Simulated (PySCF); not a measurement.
A GIAO shielding run with PySCF (density fitting, non-relativistic, gas phase) on `InChI=1S/C5H10O2SSi2/c1-3-4-9-5(10-4)8(2,6)7/h1,4-5H,9-10H2,2H3/t4-,5+`:

```
$ OMP_NUM_THREADS=1 python probes_run.py task.json out

{"job": {"kind": "nmr", "xc": "PBE0", "basis": "pcSseg-1"}, "charge": 0, "multiplicity": 1}
C      3.521708     0.284923     1.464397
C      2.824783     0.101491     0.507010
C      1.976503    -0.108657    -0.630043
Si     0.517090    -1.359347    -0.403323
C     -0.645556     0.061597    -0.945995
S     -1.560454     0.581486     0.466775
C     -2.906070    -0.632833     0.667037
O     -0.692492     0.473902     1.612272
O     -2.164792     1.865107     0.219491
Si     0.770339     1.351159    -1.077174
H      4.133202     0.445139     2.300917
H      2.611507    -0.380948    -1.477122
H      0.473974    -2.430119    -1.412492
H      0.306701    -1.917467     0.923480
H     -1.353354    -0.049762    -1.757925
H     -3.428930    -0.397794     1.585770
H     -2.464706    -1.619726     0.719813
H     -3.572302    -0.540565    -0.181168
H      0.881393     1.835587    -2.460086
H      0.766308     2.447506    -0.124668
```

Hardware: 1 thread of an Arm Neoverse N1, shared host. The job also computes population analyses, field gradients, ring-centre shieldings.

**Question.** How large is the calculation?

**Answer.** 100 electrons, 241 basis functions and 1320 auxiliary functions.

**Question.** How long does it take, and how much memory does it need?

**Answer.** 110 s of wall time, with 15 SCF cycles and 5 response iterations; peak memory 1.1 GiB. Times on a shared host scatter by some tens of per cent.
